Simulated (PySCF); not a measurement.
How the method changes the constants of ZrF

State: ⁴Σ⁻ (quartet), unpaired electrons σ ↑, δ ↑↑. Set-up: Zr def2-TZVPP with ECP28, F def2-TZVPP; scalar-relativistic core potentials (PySCF 2.14). De refers to Zr (4d2 5s2) + F in their high-spin ground configurations, without counterpoise correction. The functionals are run spin-unrestricted. A positive dipole means Zr(−)F(+).

```json
{"Level": "UHF", "Re (Å)": "1.912", "ωe (cm⁻¹)": "637", "De (eV)": "n/a", "μ (D)": "-3.34", "CPU s a point (SCF and correlation, without the integrals)": "0.96"}
{"Level": "UHF-MP2", "Re (Å)": "1.886", "ωe (cm⁻¹)": "657", "De (eV)": "n/a", "μ (D)": "n/a", "CPU s a point (SCF and correlation, without the integrals)": "1.8"}
{"Level": "UHF-SCS-MP2", "Re (Å)": "1.896", "ωe (cm⁻¹)": "647", "De (eV)": "n/a", "μ (D)": "n/a", "CPU s a point (SCF and correlation, without the integrals)": "n/a"}
{"Level": "UHF-CCSD", "Re (Å)": "1.895", "ωe (cm⁻¹)": "651", "De (eV)": "5.86", "μ (D)": "n/a", "CPU s a point (SCF and correlation, without the integrals)": "n/a"}
{"Level": "UHF-CCSD(T)", "Re (Å)": "1.894", "ωe (cm⁻¹)": "653", "De (eV)": "5.98", "μ (D)": "n/a", "CPU s a point (SCF and correlation, without the integrals)": "130"}
{"Level": "PBE", "Re (Å)": "1.883", "ωe (cm⁻¹)": "654", "De (eV)": "n/a", "μ (D)": "-2.89", "CPU s a point (SCF and correlation, without the integrals)": "1.4"}
{"Level": "BLYP", "Re (Å)": "1.900", "ωe (cm⁻¹)": "639", "De (eV)": "n/a", "μ (D)": "-2.95", "CPU s a point (SCF and correlation, without the integrals)": "0.83"}
{"Level": "r²SCAN", "Re (Å)": "1.881", "ωe (cm⁻¹)": "663", "De (eV)": "n/a", "μ (D)": "-3.31", "CPU s a point (SCF and correlation, without the integrals)": "2"}
{"Level": "M06-L", "Re (Å)": "1.889", "ωe (cm⁻¹)": "649", "De (eV)": "n/a", "μ (D)": "-3.23", "CPU s a point (SCF and correlation, without the integrals)": "5.2"}
{"Level": "TPSSh", "Re (Å)": "1.884", "ωe (cm⁻¹)": "661", "De (eV)": "n/a", "μ (D)": "-3.17", "CPU s a point (SCF and correlation, without the integrals)": "2.7"}
{"Level": "PBE0", "Re (Å)": "1.877", "ωe (cm⁻¹)": "664", "De (eV)": "n/a", "μ (D)": "-3.12", "CPU s a point (SCF and correlation, without the integrals)": "2.5"}
{"Level": "MN15", "Re (Å)": "1.882", "ωe (cm⁻¹)": "664", "De (eV)": "n/a", "μ (D)": "-3.16", "CPU s a point (SCF and correlation, without the integrals)": "3"}
{"Level": "CAM-B3LYP", "Re (Å)": "1.889", "ωe (cm⁻¹)": "657", "De (eV)": "n/a", "μ (D)": "-3.10", "CPU s a point (SCF and correlation, without the integrals)": "3.4"}
```

Question: What does a quarter of exact exchange do here, going from PBE to PBE0?

Answer: PBE0 less PBE: -0.6 pm in Re, +1.5 % in ωe. Exact exchange removes part of the self-interaction that spreads semilocal densities, and in most molecules shortens and stiffens the bond and lowers De; so it does here.

Question: What does the step from GGA to meta-GGA do here, going from PBE to r²SCAN?

Answer: r²SCAN less PBE: -0.2 pm in Re, +1.4 % in ωe. 

Question: What does second-order correlation do here, going from UHF to UHF-MP2?

Answer: UHF-MP2 less UHF: -2.6 pm in Re, +3.1 % in ωe. Correlation nearly always deepens the well. The bond shortens, as in weak, metallic or heavy-atom bonds, where dispersion and the correlation of outer-core electrons pull the atoms together.

Correlated steps freeze 1 core orbital. De is left out where the level can put another filling of the metal’s s and d shells below the measured ground configuration, by anything from nothing to about 1 eV. These are scalar-relativistic numbers at best; spin–orbit coupling would shift them, the dissociation energy most. The state is the lowest single determinant that the PBE0 search found; with open d or f shells the true ground state can be another one.

The whole job (state search and all levels along the bond) took about 24 min on 1 thread of Arm Neoverse V2 (shared host), peak memory 3.1 GiB.
